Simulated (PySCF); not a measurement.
## From computed data to an observable: oscillator strength and radiative lifetime

C3H8Cd, SMILES [CH2](C)[Cd][CH3].

Coordinates come from a B3LYP-D3(BJ)/def2-SVP optimisation. The structure was generated by enumeration; whether it is a known compound was not checked. The def2 effective core potentials stand for the cores of Cd; spin–orbit coupling is left out. Other conformers were not sampled.

TDDFT-PBE/def2-SVPD in PySCF puts the first singlet state with f over 0.02 at 5.52 eV (vertical), with the transition dipole (-0.632, 1.136, 0.854) in atomic units.

Problem. Find the oscillator strength, the wavelength and the radiative lifetime that this transition would have in vacuum if emission retraced absorption.

Solution. 
|μ|² = 2.4192 au, so |μ| = 3.95 D. ΔE = 5.52/27.211 = 0.2029 hartree. f = (2/3) ΔE |μ|² = 0.327 (the program prints 0.327).
λ = 1239.84/5.52 = 225 nm; ν = 44522 cm⁻¹.
Einstein's coefficient A = 0.6670 ν² f s⁻¹ (ν in cm⁻¹) = 4.3e8 s⁻¹, so τ = 1/A = 2.3 ns. This state is S3; the lower singlets have f = 0.001, 0.001. The figure is the radiative limit of this one transition; relaxation, internal conversion, crossing to triplets and a medium change what is measured.
